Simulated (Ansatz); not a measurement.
Computed with Ansatz on PBE0-D4/def2-TZVP structures; ΔE is electronic, products minus reactants. CCSD(T)/CBS adds triple-zeta CCSD(T) − MP2 to the extrapolated MP2 energy (def2 sets, frozen cores). This one scheme is used for every species. Functionals use def2-TZVPP. HSE06 is defined as in plane-wave codes.

Consider the substitution at a C–F bond: `FC1=C(F)[SiH2]1` + HCl → `FC1=C(Cl)[SiH2]1` + H–F.

CCSD(T)/CBS gives -42.9 kJ/mol.

Another level gave -38.3 kJ/mol. Which?
A. HSE06/def2-TZVPP
B. revPBE-D4/def2-TZVPP
C. CAM-B3LYP/def2-TZVPP
D. ωB97X-V/def2-TZVPP

B. revPBE-D4 -38.3, HSE06 -33.3, ωB97X-V -28.7, CAM-B3LYP -24.3 kJ/mol.

What do rigid-rotor, harmonic-oscillator terms from PBE0-D4/def2-TZVP frequencies (298.15 K, 1 bar) make of the CCSD(T)/CBS value? (An estimate is asked.)

Computed: ΔZPE = +3.2 kJ/mol, ΔH = -38.9 kJ/mol, ΔS = 5 J/(mol·K), ΔG = -40.3 kJ/mol.

Largest T1 diagnostic among the species: 0.014.

The D4 term adds −6.0 kJ/mol with B3LYP and −3.2 kJ/mol with PBE0; it sums over pairs of atoms, weighted by their polarisabilities, and B3LYP, whose exchange is more repulsive, gets the larger term. In def2-TZVPP, CCSD(T) changes the Hartree–Fock value by −16.0 kJ/mol (the triples alone add −2.8 kJ/mol) and MP2 by −29.3 kJ/mol. At CCSD(T), def2-SVP lies +23.5 kJ/mol from the extrapolated value and def2-TZVPP +5.6 kJ/mol.

B3LYP here is the variant with VWN-RPA as its local correlation; programs differ in this.
